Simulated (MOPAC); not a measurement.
Input file for MOPAC: AM1 on C3H8O (SMILES CCCO), a point of a torsion scan.

```
AM1 1SCF PRECISE CHARGE=0 THREADS=1
C3H8O

C     -1.19730208 1     0.76281712 1     0.11493283 1
C     -0.41865440 1    -0.48807624 1    -0.26927629 1
C      0.96772342 1    -0.50782318 1     0.37549790 1
O      1.71333733 1    -1.65375291 1     0.03760726 1
H     -2.18066253 1     0.75562580 1    -0.34861719 1
H     -0.66900840 1     1.65552203 1    -0.21137559 1
H     -1.32542429 1     0.81640407 1     1.19397004 1
H     -0.97284148 1    -1.37590465 1     0.05075354 1
H     -0.30417407 1    -0.53948435 1    -1.35374322 1
H      1.56052400 1     0.33906697 1     0.02229839 1
H      0.86669546 1    -0.42597719 1     1.46872053 1
H      1.21019786 1    -2.43546485 1     0.29181493 1
```

Output:

```
*******************************************************************************
 **                                                                           **
 **                              MOPAC v23.2.5                                **
 **                                                                           **
 *******************************************************************************
 ** MOPAC's Digital Object Identifier: https://doi.org/10.5281/zenodo.6511958 **
 **                                                                           **
 ** Please cite the open-source release paper for use of this MOPAC version:  **
 ** J. E. Moussa and J. J. P. Stewart (2026)                                  **
 ** MOPAC: An open-source semiempirical molecular orbital program             **
 ** J. Open Source Softw., 11(119), 8025, https://doi.org/10.21105/joss.08025 **
 *******************************************************************************

                              AM1 CALCULATION RESULTS

 *******************************************************************************
 *  AM1        - The AM1 Hamiltonian to be used
 *
 *
 *
 *                 CHARGE ON SYSTEM = 0
 *
 *
 *
 *  PRECISE    - TIGHTER CRITERIA TO BE USED
 *  1SCF       - DO 1 SCF AND THEN STOP
 *  THREADS=1  - MULTI-THREADING NOT USED
 *  T=         - A TIME OF 172800.0 SECONDS REQUESTED
 *  DUMP=N     - RESTART FILE WRITTEN EVERY 7200.0 SECONDS REQUESTED
 *******************************************************************************
AM1 1SCF PRECISE CHARGE=0 THREADS=1
 C3H8O

   ATOM   CHEMICAL          X               Y               Z
  NUMBER   SYMBOL      (ANGSTROMS)     (ANGSTROMS)     (ANGSTROMS)

     1       C         -1.19730208  *   0.76281712  *   0.11493283  *
     2       C         -0.41865440  *  -0.48807624  *  -0.26927629  *
     3       C          0.96772342  *  -0.50782318  *   0.37549790  *
     4       O          1.71333733  *  -1.65375291  *   0.03760726  *
     5       H         -2.18066253  *   0.75562580  *  -0.34861719  *
     6       H         -0.66900840  *   1.65552203  *  -0.21137559  *
     7       H         -1.32542429  *   0.81640407  *   1.19397004  *
     8       H         -0.97284148  *  -1.37590465  *   0.05075354  *
     9       H         -0.30417407  *  -0.53948435  *  -1.35374322  *
    10       H          1.56052400  *   0.33906697  *   0.02229839  *
    11       H          0.86669546  *  -0.42597719  *   1.46872053  *
    12       H          1.21019786  *  -2.43546485  *   0.29181493  *



          CARTESIAN COORDINATES

    NO.       ATOM           X           Y           Z

     1         C         -1.1973      0.7628      0.1149
     2         C         -0.4187     -0.4881     -0.2693
     3         C          0.9677     -0.5078      0.3755
     4         O          1.7133     -1.6538      0.0376
     5         H         -2.1807      0.7556     -0.3486
     6         H         -0.6690      1.6555     -0.2114
     7         H         -1.3254      0.8164      1.1940
     8         H         -0.9728     -1.3759      0.0508
     9         H         -0.3042     -0.5395     -1.3537
    10         H          1.5605      0.3391      0.0223
    11         H          0.8667     -0.4260      1.4687
    12         H          1.2102     -2.4355      0.2918

  H: (AM1): M.J.S. DEWAR ET AL, J. AM. CHEM. SOC. 107 3902-3909 (1985)
  C: (AM1): M.J.S. DEWAR ET AL, J. AM. CHEM. SOC. 107 3902-3909 (1985)
  O: (AM1): M.J.S. DEWAR ET AL, J. AM. CHEM. SOC. 107 3902-3909 (1985)

           Empirical Formula: C3 H8 O  =    12 atoms



      MOLECULAR POINT GROUP   :   C1


      RHF CALCULATION, NO. OF DOUBLY OCCUPIED LEVELS = 13


 -------------------------------------------------------------------------------
 AM1 1SCF PRECISE CHARGE=0 THREADS=1
 C3H8O



     1SCF WAS SPECIFIED, SO BFGS WAS NOT USED
     SCF FIELD WAS ACHIEVED


                              AM1 CALCULATION
                                                       MOPAC v23.2.5 Linux




          FINAL HEAT OF FORMATION =        -68.55742 KCAL/MOL =    -286.84425 KJ/MOL


          COSMO AREA              =        106.80 SQUARE ANGSTROMS
          COSMO VOLUME            =         90.54 CUBIC ANGSTROMS

          IONIZATION POTENTIAL    =         10.971946 EV
          HOMO LUMO ENERGIES (EV) =        -10.972  3.605
          NO. OF FILLED LEVELS    =         13
          MOLECULAR WEIGHT        =         60.0956         POINT GROUP:  C1

          MOLECULAR DIMENSIONS (Angstroms)

            Atom       Atom       Distance
            H    12    H     5     4.70012
            H    10    H     8     2.98748
            H     9    H     7     2.76120


          SCF CALCULATIONS        =          1





   ATOM   CHEMICAL          X               Y               Z
  NUMBER   SYMBOL      (ANGSTROMS)     (ANGSTROMS)     (ANGSTROMS)

     1       C         -1.19730208  *   0.76281712  *   0.11493283  *
     2       C         -0.41865440  *  -0.48807624  *  -0.26927629  *
     3       C          0.96772342  *  -0.50782318  *   0.37549790  *
     4       O          1.71333733  *  -1.65375291  *   0.03760726  *
     5       H         -2.18066253  *   0.75562580  *  -0.34861719  *
     6       H         -0.66900840  *   1.65552203  *  -0.21137559  *
     7       H         -1.32542429  *   0.81640407  *   1.19397004  *
     8       H         -0.97284148  *  -1.37590465  *   0.05075354  *
     9       H         -0.30417407  *  -0.53948435  *  -1.35374322  *
    10       H          1.56052400  *   0.33906697  *   0.02229839  *
    11       H          0.86669546  *  -0.42597719  *   1.46872053  *
    12       H          1.21019786  *  -2.43546485  *   0.29181493  *

                             CARTESIAN COORDINATES

   1    C       -1.197302080     0.762817120     0.114932830
   2    C       -0.418654400    -0.488076240    -0.269276290
   3    C        0.967723420    -0.507823180     0.375497900
   4    O        1.713337330    -1.653752910     0.037607260
   5    H       -2.180662530     0.755625800    -0.348617190
   6    H       -0.669008400     1.655522030    -0.211375590
   7    H       -1.325424290     0.816404070     1.193970040
   8    H       -0.972841480    -1.375904650     0.050753540
   9    H       -0.304174070    -0.539484350    -1.353743220
  10    H        1.560524000     0.339066970     0.022298390
  11    H        0.866695460    -0.425977190     1.468720530
  12    H        1.210197860    -2.435464850     0.291814930


           Empirical Formula: C3 H8 O  =    12 atoms



      MOLECULAR POINT GROUP   :   C1


                  EIGENVALUES
 -38.53178 -34.10918 -26.98266 -22.78068 -18.19794 -16.31576 -15.41788 -14.79246
 -13.66655 -12.80831 -12.44031 -11.70289 -10.97195   3.60520   3.73087   3.89274
   4.27913   4.36683   4.59320   4.73745   4.96180   4.99598   5.21197   6.37411


              NET ATOMIC CHARGES AND DIPOLE CONTRIBUTIONS

  ATOM NO.   TYPE          CHARGE      No. of ELECS.   s-Pop       p-Pop
    1          C          -0.204566        4.2046     1.21285     2.99171
    2          C          -0.199359        4.1994     1.22034     2.97902
    3          C          -0.017803        4.0178     1.22095     2.79685
    4          O          -0.325706        6.3257     1.86891     4.45679
    5          H           0.076106        0.9239     0.92389
    6          H           0.074211        0.9258     0.92579
    7          H           0.071812        0.9282     0.92819
    8          H           0.075737        0.9243     0.92426
    9          H           0.091550        0.9085     0.90845
   10          H           0.102669        0.8973     0.89733
   11          H           0.058099        0.9419     0.94190
   12          H           0.197249        0.8028     0.80275
 DIPOLE           X         Y         Z       TOTAL
 POINT-CHG.    -1.008     0.500     0.384     1.189
 HYBRID        -0.535    -0.296     0.229     0.653
 SUM           -1.543     0.204     0.612     1.673


          ATOMIC ORBITAL ELECTRON POPULATIONS

     Atom    s        px        py        pz
    1  C   1.21285   1.00192   0.97310   1.01669
    2  C   1.22034   0.96691   0.98820   1.02391
    3  C   1.22095   0.91833   0.89868   0.97984
    4  O   1.86891   1.44146   1.15966   1.85568
    5  H   0.92389
    6  H   0.92579
    7  H   0.92819
    8  H   0.92426
    9  H   0.90845
   10  H   0.89733
   11  H   0.94190
   12  H   0.80275

 **********************
 *                    *
 * JOB ENDED NORMALLY *
 *                    *
 **********************




 == MOPAC DONE ==
```

The run finished.

Cost: roughly 0.04 core-seconds.
